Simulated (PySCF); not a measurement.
## Which determinant of CaTe⁺ lies lowest?

Unrestricted PBE0; PySCF, scalar-relativistic core potentials, basis sets Ca def2-SVP, Te def2-SVP with ECP28. Outer shells of the fragments: Ca+ 4s1; Te 4d10 5s2 5p4.

Followed along the bond (rough minima from three points):

```tsv
2Ms+1	unpaired	⟨S²⟩ at the start	R at minimum (Å)	Te (eV)
2	π ↑	0.76	2.81	0.00
2	σ ↑	0.75	none in the scan	≤ 0.89
4	σ ↑, π ↑↑	3.75	none in the scan	≤ 1.53
2	σ ↓, π ↑↑	1.75	none in the scan	≤ 1.56
```

Solutions found at the starting distance of 3.010 Å, counted from the lowest of them; the search is not exhaustive and high or unbound solutions are not listed, so other states can lie among these:

| 2Ms+1 | unpaired | term | E (eV) | ⟨S²⟩ | ⟨Lz²⟩ | μ (D) |
| --- | --- | --- | --- | --- | --- | --- |
| 2 | π ↑ | ²Π | 0.00 | 0.76 | 1.01 | -14.84 |
| 2 | σ ↑ | ²Σ⁺ | 1.09 | 0.75 | 0.00 | -15.24 |
| 4 | σ ↑, π ↑↑ | ⁴Σ⁻ | 1.52 | 3.75 | 0.00 | -6.19 |
| 2 | σ ↓, π ↑↑ | mixed | 1.55 | 1.75 | 0.00 | -6.21 |
| 2 | σ ↑, π ↑↓ | mixed | 1.90 | 1.76 | 2.01 | -6.18 |
| 4 | σ ↑↑, π ↑ | ⁴Π | 2.36 | 3.75 | 1.01 | -6.70 |
| 4 | π ↑↑, δ ↑ | ⁴Δ | 2.95 | 3.75 | 4.00 | -7.98 |
| 2 | π ↑↑, δ ↓ | mixed | 2.97 | 1.75 | 4.00 | -7.98 |
| 4 | π ↑↑↑ | ⁴Π | 2.97 | 3.75 | 1.00 | -8.26 |
| 2 | σ ↑ | mixed | 2.98 | 0.75 | 2.02 | -6.08 |
| 4 | σ ↑, π ↑, δ ↑ | mixed | 3.64 | 3.75 | 4.98 | -8.27 |

A term symbol is given only where ⟨S²⟩ and ⟨Lz²⟩ are close to those of a pure state; real π, δ and φ orbitals otherwise mix terms. A positive dipole points towards Te; it is taken about the centre of mass and depends on that origin.

Spin–orbit coupling is left out. Counting both spins, an empty level lies below a filled one in some of these solutions, because spin and occupation are held.
